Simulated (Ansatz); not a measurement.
C5H15O2Si, charge +1, singlet, at a GFN2-xTB geometry. Base run: B3LYP/STO-3G (Ansatz, an electronic-structure program).

The Ansatz input:
Ansatz 0.2 input:
```yaml
crystal:
  periodic: [false, false, false]
  atoms:
    - {symbol: C, position_ang: [2.94369932, 1.91177469, 0.71550495]}
    - {symbol: C, position_ang: [2.64124402, 0.60970739, -0.00095751]}
    - {symbol: O, position_ang: [1.23034019, 0.45642314, -0.11564129]}
    - {symbol: Si, position_ang: [0.26214938, -0.71284220, -0.59849238]}
    - {symbol: C, position_ang: [0.14484599, -2.26186060, 0.46752199]}
    - {symbol: O, position_ang: [-1.19706517, 0.23157620, -0.16869727]}
    - {symbol: C, position_ang: [-2.57050323, -0.06891096, -0.48509897]}
    - {symbol: C, position_ang: [-3.48893689, 0.46102128, 0.59570044]}
    - {symbol: H, position_ang: [4.01886965, 2.03260516, 0.80233655]}
    - {symbol: H, position_ang: [2.54227533, 2.75459528, 0.15936291]}
    - {symbol: H, position_ang: [2.51145476, 1.90704963, 1.71253350]}
    - {symbol: H, position_ang: [3.06763268, 0.60847316, -1.00682324]}
    - {symbol: H, position_ang: [3.04307334, -0.24286950, 0.55099586]}
    - {symbol: H, position_ang: [0.16235563, -0.85531801, -2.04114479]}
    - {symbol: H, position_ang: [-0.73270441, -2.86366227, 0.24628526]}
    - {symbol: H, position_ang: [0.11483817, -2.01364593, 1.52946283]}
    - {symbol: H, position_ang: [1.00638691, -2.90789398, 0.31757368]}
    - {symbol: H, position_ang: [-1.07031623, 1.16675901, 0.05768486]}
    - {symbol: H, position_ang: [-2.81443888, 0.36276476, -1.45966455]}
    - {symbol: H, position_ang: [-2.62611340, -1.15430626, -0.55532193]}
    - {symbol: H, position_ang: [-4.51458084, 0.19196662, 0.36207418]}
    - {symbol: H, position_ang: [-3.43148187, 1.54550862, 0.65987693]}
    - {symbol: H, position_ang: [-3.23563725, 0.03337901, 1.56234442]}
basis:
  gaussian:
    orbitals: STO-3G
hamiltonian:
  xc: b3lyp
total_charge: 1
```

The bond that is stretched is that between atoms 11 and 1. A test that says stable can miss a lower solution.

Each row names what was changed in the base input (with any setting that the change needs).

```tsv
change	ΔE vs base (kcal/mol)	<S^2>	stability test says
base	0.000	0.000	minimum (restricted orbitals)
spin_polarized = on; lower_state_search = off	0.000	0.000	undecided (no full test)
spin_polarized = on; lower_state_search = standard	0.000	0.000	minimum
bond × 1.25	20.57	0.000	minimum (restricted orbitals)
spin_polarized = on; lower_state_search = off; bond × 1.25	20.57	0.000	undecided (no full test)
spin_polarized = on; lower_state_search = standard; bond × 1.25	20.57	0.000	minimum
bond × 1.5	60.03	0.000	minimum (restricted orbitals)
spin_polarized = on; lower_state_search = off; bond × 1.5	60.03	0.000	undecided (no full test)
spin_polarized = on; lower_state_search = standard; bond × 1.5	60.03	0.000	minimum
bond × 1.8	106.6	0.000	minimum (restricted orbitals)
spin_polarized = on; lower_state_search = off; bond × 1.8	106.6	0.000	undecided (no full test)
spin_polarized = on; lower_state_search = standard; bond × 1.8	106.0	0.160	minimum
bond × 2.2	154.1	0.000	minimum (restricted orbitals)
spin_polarized = on; lower_state_search = off; bond × 2.2	154.1	0.000	undecided (no full test)
spin_polarized = on; lower_state_search = standard; bond × 2.2	134.2	0.796	minimum
bond × 3.0	200.7	0.000	minimum (restricted orbitals)
spin_polarized = on; lower_state_search = off; bond × 3.0	200.7	0.000	undecided (no full test)
spin_polarized = on; lower_state_search = standard; bond × 3.0	142.9	0.995	minimum
```

Where a bond breaks into two radicals, a solution with restricted orbitals usually stops being the lowest and lies too high; an unrestricted one lies lower at the price of spin contamination, which <S^2> shows.
